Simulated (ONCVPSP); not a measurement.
## gadolinium: one change to an ONCV potential, before and after

ONCVPSP 4.0.1 input, shortened (lines: element, Z, core and valence counts, functional; n l f; lmax; l rc ep ncon nbas qcut; lloc lpopt rc5 dvloc0; l nproj debl; icmod fcfact rcfact), LDA (Perdew-Zunger), scalar-relativistic:

```
  Gd 64.00   10    4        3      upf
    1    0    2.00
    2    0    2.00
    2    1    6.00
    3    0    2.00
    3    1    6.00
    3    2   10.00
    4    0    2.00
    4    1    6.00
    4    2   10.00
    5    0    2.00
    4    3    7.00
    5    1    6.00
    5    2    1.00
    6    0    2.00
    3
    0    3.10    0.00    5    8    2.10
    1    1.80    0.00    3    6    5.10
    2    2.40    0.00    4    9    3.80
    3    1.45    0.00    4    9   13.20
    4    5    1.15    0.00
    0    2    3.30
    1    2    1.30
    2    2    2.60
    3    1    1.50
    0    0.00    0.00
```

All-electron outer shells of the reference configuration (LDA (Perdew-Zunger), scalar-relativistic, ld1.x):

```
shell  level (eV)  outermost node (bohr)  outermost maximum (bohr)
   5s      -49.86                   0.65                      1.20
   5p      -27.36                   0.70                      1.35
   4f       -8.90                      –                      0.56
   6s       -4.27                   1.60                      3.33
   5d       -2.69                   0.79                      1.97
```

Change: d: rc 2.9.

Cutoffs: the cutoffs (Ha) at which the residual kinetic energy of the hardest occupied pseudo-wave falls to 1 and 0.1 mHa per electron; they do not see the model core or the augmentation charge, which bear on the density cutoff. Errors are all-electron minus pseudo energies relative to the spin-unpolarised reference configuration.

**Question.** How do hardness, ghosts and transferability respond?

**Answer.** The potential gets neither clearly harder nor softer (69 Ha and 75 Ha → 69 Ha and 75 Ha); the bound ghosts move from d, s to s; the errors of the 3 common tests hardly move.

```tsv
quantity	base	changed
cutoff, loose	69 Ha	69 Ha
cutoff, tight	75 Ha	75 Ha
loose cutoff by channel	s 2.0 Ha, p 11 Ha, d 7.5 Ha, f 69 Ha	s 2.0 Ha, p 11 Ha, d 6.4 Ha, f 69 Ha
bound ghosts	s, d	s
GHOST(+) flags under 300 eV	s at 53.9 eV, p at 133.4 eV	s at 53.9 eV, d at 120.1 eV, p at 133.4 eV
tests counted as reliable (solved cleanly; for ONCVPSP, near-neutral configurations with less than one 5d electron left out)	3 of 4	3 of 4
error for 4f7 5p6 5d1 6s1, meV [ΔE 6.86 eV]	-1.6	-1.6
error for 4f7 5p6 5d1 6s0, meV [ΔE 19.23 eV]	-7.3	-7.8
error for 4f7 5p6 5d1 6s1 6p1, meV [ΔE 2.96 eV]	-2.4	-2.4
s: phases at 3.14 bohr within 0.05 rad from the reference energy up to (Ha; the scan ends near 5)	1.1	1.1
p: phases at 1.83 bohr within 0.05 rad from the reference energy up to (Ha; the scan ends near 5)	2.8	2.8
f: phases at 1.47 bohr within 0.05 rad from the reference energy up to (Ha; the scan ends near 5)	1.1	1.1
```

 A true bound ghost makes a file unfit for plane-wave use even where its test errors are small: the radial tests pick states by their node count and pass the ghost by.
